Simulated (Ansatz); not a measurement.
Basis sets compared for Sn(NMeEt)H3 (C₃H₁₁NSn). Total charge 0; singlet. Geometry r2SCAN-D4/def2-SVP. Ansatz on 4 threads of Intel Xeon on a shared host; times are rough, and most runs start from earlier orbitals.

```xyz
16

Sn   -2.130   -0.019   -0.151
N    -0.219    0.673    0.150
C     0.433    1.363   -0.942
C     0.672   -0.093    1.004
C     1.302   -1.341    0.380
H     1.256    1.994   -0.552
H     0.873    0.708   -1.726
H    -0.277    2.040   -1.447
H     1.481    0.585    1.347
H     0.119   -0.384    1.916
H     1.971   -1.846    1.097
H     0.529   -2.066    0.074
H     1.900   -1.093   -0.512
H    -2.247   -1.291   -1.313
H    -3.012    1.339   -0.708
H    -2.650   -0.569    1.384
```

In the def2 sets Sn takes a core potential; there is no spin–orbit coupling.

Binding counts from free atoms (Sn triplet, N quartet, C triplet, H doublet) in the same basis, without a counterpoise term.

| level | functions | energy (Eh) | HOMO (eV) | LUMO (eV) | binding per atom (eV) | wall time |
| --- | --- | --- | --- | --- | --- | --- |
| PBE-D4/def2-SVP | 137 | -389.5725 | -4.52 | -0.48 | 3.61 | 2.9 s |
| PBE-D4/def2-TZVP (with forces) | 240 | -389.7771 | -4.68 | -0.78 | 3.59 | 7 s |
| r2SCANh-D4/def2-TZVP | 240 | -389.9699 | -5.39 | -0.14 | 3.52 | 10 s |
| PBE0-D4/def2-SVP | 137 | -389.6162 | -5.85 | 0.33 | 3.57 | 3.8 s |
| PBE0-D4/def2-TZVP | 240 | -389.8148 | -5.96 | 0.01 | 3.55 | 8 s |

(1) Estimate the rows for PBE-D4/def2-TZVPD, r2SCANh-D4/def2-TZVPD, PBE0-D4/def2-TZVPD.

## Answers

(1) 
```
                level  functions  energy (Eh)  HOMO (eV)  LUMO (eV)  binding per atom (eV)  wall time
    PBE-D4/def2-TZVPD        303    -389.7784      -4.72      -0.85                   3.59      7.5 s
r2SCANh-D4/def2-TZVPD        303    -389.9709      -5.41      -0.19                   3.52       16 s
   PBE0-D4/def2-TZVPD        303    -389.8158      -5.98      -0.12                   3.55       12 s
```
